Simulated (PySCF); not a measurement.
NMR data simulated for an unnamed compound:

¹H NMR (400 MHz, computed): δ 6.25 (m, 1H), 0.19 (s, 9H).

¹³C{¹H} NMR (computed): δ 110.0 (CH), -4.3 (CH3).

[PySCF 2.14.0 with density-fitted response routines: σ from GIAO-PBE0/pcSseg-1; geometry from GFN2-xTB; fast rotation and ring inversion assumed for equivalent nuclei; no solvent model; a single conformation; non-relativistic Hamiltonian]

δ = σ(ref) − σ, references computed at the same level: TMS for ¹H, ¹³C.

Task: Which of these does the molecule contain: a ketone, a Si–CH3 group, a carboxylic acid, a methoxy group?

Result: 
- A ketone: no.
- A Si–CH3 group: yes (δC -4.3; δH 0.19 (s)).
- A carboxylic acid: no.
- A methoxy group: no.

The data belong to TMS-CHClF (C[Si](C)(C)[C@H](F)Cl, C₄H₁₀ClFSi); they needn't prove each group on their own.

Carbon signals by region: 1 in the sp2 and nitrile region (100–160 ppm), 1 below 50 ppm.

Carbons that carry Cl, above all several Cl atoms, come out too deshielded, partly because spin–orbit coupling is missing. Splittings by ¹⁹F in the carbon and heteronuclear signals aren't shown, as no couplings were computed. Shifts are as computed. Against solution values, carbons near 30 ppm lie about +3 ppm off and those near 130 ppm about +5 ppm; carbons on Cl a further +6 ppm. Of 1211 compounds with measured shifts, 218 miss one by over three times the rms of a fit or turn the order of signals round; such compounds aren't used in these exercises. Multiplicities follow the n + 1 count of equivalent neighbours, as no J values were calculated; m marks all less simple cases, F and P coupling included.
